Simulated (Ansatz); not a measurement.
```yaml
crystal:
  periodic: [false, false, false]
  atoms:
    - {symbol: F, position_ang: [-1.638502, 1.530087, -2.032575]}
    - {symbol: C, position_ang: [-0.738767, 1.305106, -1.018324]}
    - {symbol: C, position_ang: [-1.110787, 0.030854, -0.305242]}
    - {symbol: F, position_ang: [-0.801422, -1.059487, -1.084853]}
    - {symbol: C, position_ang: [-0.379704, -0.121775, 1.028225]}
    - {symbol: F, position_ang: [-0.793323, 0.845247, 1.853974]}
    - {symbol: F, position_ang: [-0.711846, -1.305795, 1.579031]}
    - {symbol: O, position_ang: [0.987423, 0.004584, 0.972017]}
    - {symbol: C, position_ang: [1.727608, -0.990934, 0.368622]}
    - {symbol: F, position_ang: [2.148748, -0.556967, -0.831641]}
    - {symbol: F, position_ang: [2.809348, -1.185806, 1.124413]}
    - {symbol: H, position_ang: [-0.723796, 2.148123, -0.323306]}
    - {symbol: H, position_ang: [-0.773796, 2.148123, -0.323306]}
    - {symbol: H, position_ang: [-2.185231, 0.010260, -0.100396]}
    - {symbol: H, position_ang: [1.176867, -1.924155, 0.246993]}
basis:
  gaussian: {orbitals: def2-mTZVPP, fitting: {mean_field: def2-universal-jkfit}}
hamiltonian: {xc: {name: PBE0-DH}}
```

```sh
$ ansatz run in.yaml --threads 5 --pin off --events-out ev --progress --plain --max-ram 66560MiB --backend cpu
```

Shortened log:

```
Functional definition: PBE0-DH
911 factors; integrals over basis functions are off by at most 1.6e0 eV
mean field evaluation 1: about -22281.9737 eV, gradient 5.6e1 eV
mean field evaluation 2: about -22282.0371 eV, gradient 5.6e1 eV
mean field evaluation 4: about -22286.7494 eV, gradient 4.7e0 eV
mean field evaluation 8: about -22286.8000 eV, gradient 6.8e-2 eV
mean field evaluation 16: about -22286.8003 eV, gradient 1.3e-4 eV
mean field -22286.80029518 eV, -819.0248043121 hartree, gradient 9.7e-7 eV, S^2 0.000000; 0 other end points of the search recorded, 0 dependent functions left out
11 core orbitals not correlated: weight in the atoms' cores, before any rotation towards them, 1.000 or more for the frozen orbitals, at most 0.000 for the correlated occupied ones
reference -22286.80031039 eV, -819.0248048711 hartree; 34, 34 occupied and 219, 219 virtual orbitals, 911 factors
second order -66.81978127 eV of doubles, -0.00000000 eV of singles
Total energy: -22295.15278305 eV, -819.3317525798 hartree
```

(1) What is wrong with this run?

Results:

(1) One atom was put on top of another. Self-consistency was reached. The result belongs to that input, not to the molecule as meant.
